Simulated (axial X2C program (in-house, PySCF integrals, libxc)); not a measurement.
## Nuclear properties of CuH⁻

Computed with an axial X2C code built on PySCF integrals: two-component X2C with atomic mean-field Coulomb and Gaunt terms, Gaussian nuclei, basis Cu dyall-acv3z, H dyall-av3z with contracted cores.

R = 1.525 Å (near the PBE0 minimum at charge -1 of the determinant lowest at the starting distance; the state shown can have its own minimum elsewhere).

Input and command:
```json
{"zs": [29, 1], "q": -1, "bas": ["dyall-acv3z", "dyall-av3z"], "r0": 1.44, "levels": ["PBE0", "HF", "BHandHLYP", "r2SCAN", "TPSSh"], "nst": 3}
```
```bash
python soeom.py task.json out
```

Keys: zs atomic numbers; q charge; bas basis sets; r0 starting distance in Å; levels methods; nst determinants followed.

Determinant lowest in the PBE0 search, Ω = 1/2 (⟨Sz⟩ = 0.50, ⟨Lz⟩ = 0.00 at PBE0), spin on the atoms Cu 0.43, H 0.07:

```
    level  Eeff magnitude (GV/cm)  Ws magnitude Cu (kHz)  A∥/gI Cu (MHz)  qzz Cu (a.u.)  A∥/gI H (MHz)  qzz H (a.u.)
     PBE0                   0.495                  0.475             377          -0.49           26.2          0.10
       HF                   0.227                  0.227             114          -1.09           16.8          0.10
BHandHLYP                   0.472                  0.448             333          -0.72           29.5          0.10
   r2SCAN                   0.604                  0.581             475          -0.47           32.7          0.10
    TPSSh                   0.547                  0.525             460          -0.42             29          0.10
```

Determinant 0.71 eV from it at PBE0 and this distance, Ω = 3/2 (⟨Sz⟩ = 0.50, ⟨Lz⟩ = 1.00 at PBE0), spin on the atoms Cu 0.49, H 0.01:

```tsv
level	Eeff magnitude (GV/cm)	Ws magnitude Cu (kHz)	A∥/gI Cu (MHz)	qzz Cu (a.u.)	A∥/gI H (MHz)	qzz H (a.u.)
PBE0	0.0228	0.00532	15.1	0.32	-0.587	0.09
HF	0.0111	0.00228	10.9	-0.67	-0.916	0.10
BHandHLYP	0.00521	0.000989	8.05	-0.01	-0.138	0.09
r2SCAN	0.0346	0.00823	20.1	0.48	-0.545	0.09
TPSSh	0.0176	0.00409	15.7	0.44	-0.375	0.10
```

Eeff is the effective electric field on the electron electric dipole moment in this Ω state and Ws the scalar–pseudoscalar constant of the nucleus named (defined with the proton number Z and per Ω); A∥ (defined per Ω) follows by multiplying with gI = μI/(I μN); qzz is the electric field gradient, eQq0 = 234.96 MHz × Q/barn × qzz. The operators were transformed with the bare-nucleus X2C matrices; with these basis sets, hyperfine constants and field gradients can be off by tens of per cent, and where levels differ in sign neither size nor sign is settled.

Question: With gI(1H) = 5.5857 (g factors from the IAEA table of nuclear moments by Stone), turn the PBE0 values of the first state into constants in MHz.

Answer: A∥(1H) = 26.2 × 5.5857 = 146 MHz.

Each state is one determinant with collinear spin. Unrestricted Hartree–Fock can overshoot spin polarisation at the nuclei. For an anion, determinants above electron detachment, or with a positive highest level, are held by the basis set. Where Eeff spreads by more than a factor of two the levels disagree and none is to be relied on. The search compared states at one distance, so a state with another bond length can lie lower. Where a field gradient or hyperfine factor spreads by more than a factor of two over the levels, a constant derived from it is not to be relied on. PBE0 term energies can be off by some tenths of an eV.
